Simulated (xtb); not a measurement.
B(CCH)(H)(OH) (C2H3BO), SMILES C#CBO. All values are semi-empirical tight-binding results from xtb (GFN2-xTB unless named), good for trends rather than for accurate numbers. Geometry: GFN2-xTB. Other conformers were not sampled.

Computed properties:
```
Item                                              Value
----------------------------------------  -------------
point group as xtb finds it                          Cs
orbital gap                                     4.68 eV
dipole moment                                    1.53 D
zero-point energy                         28.1 kcal/mol
G − E(el) at 298.15 K (modified RRHO)     11.5 kcal/mol
static polarisability (D4 model)             39.3 bohr³
solvation energy, GFN2-xTB/ALPB(water)    -5.6 kcal/mol
solvation energy, GFN2-xTB/ALPB(benzene)  -4.2 kcal/mol
```

Question: Give the IR lines (harmonic; lines under 4 % of the strongest left out, lines within 3 cm⁻¹ merged). (An estimate is asked for; the answer gives what the named calculation found.)

Answer: ν (cm⁻¹): 238 (w), 613 (w), 672 (w), 807 (s), 841 (w), 985 (m), 1114 (m), 1317 (vs), 2216 (w), 2508 (s), 3625 (w) (against the strongest line: vs over 80 %, s over 45 %, m over 15 %, w over 4 %, vw less)
